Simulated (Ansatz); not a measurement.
Relaxation of ClF₃GeH₂O (8 atoms, charge 0, multiplicity 1), to a largest force component of 0.03 eV/Å in at most 50 steps.

All numbers below come from Ansatz 0.2.0, RKS B3LYP/def2-SVP.

```xyz
8
Properties=species:S:1:pos:R:3
Ge -0.139 0.134 0.033
O -0.094 0.103 1.794
H -0.978 0.042 2.191
F 1.451 0.289 -0.562
F -1.021 1.508 -0.503
F -0.946 -1.210 -0.656
Cl 1.582 -2.573 1.229
H 1.246 -1.623 2.103
```

Task: Where does it end, and by what steps?

Result: It converged. The force dipped under the threshold on the way, but the program's further checks kept it going. After 21 steps the energy has fallen by 0.062 eV; H3 moved furthest, 0.44 Å.

```csv
step,energy less start (eV),largest force component (eV/Å),accepted
0,0.0000,0.756,yes
1,-0.0157,0.880,yes
2,-0.0247,0.821,yes
3,-0.0065,1.203,no
4,-0.0502,0.470,yes
5,-0.0543,0.225,yes
6,-0.0570,0.084,yes
7,-0.0576,0.034,yes
8,-0.0581,0.097,yes
9,-0.0583,0.056,yes
10,-0.0585,0.028,yes
11,-0.0590,0.122,yes
12,-0.0593,0.089,yes
13,-0.0599,0.074,yes
14,-0.0602,0.115,yes
15,-0.0605,0.117,yes
16,-0.0609,0.079,yes
17,-0.0612,0.065,yes
18,-0.0613,0.119,yes
19,-0.0616,0.079,yes
20,-0.0617,0.045,yes
21,-0.0618,0.010,yes
```

```xyz
8
Properties=species:S:1:pos:R:3
Ge -0.179 0.124 -0.018
O -0.124 -0.147 1.712
H -0.747 0.411 2.202
F 1.380 0.422 -0.646
F -1.164 1.499 -0.321
F -0.859 -1.198 -0.861
Cl 1.757 -2.675 1.490
H 1.035 -1.767 2.069
```

Whether the end is a true minimum wasn't checked by a vibrational analysis.

Time of the run: 29 s on 4 threads of Intel(R) Xeon(R) 6975P-C (Granite Rapids), with other jobs on the host, peak memory 0.32 GiB.
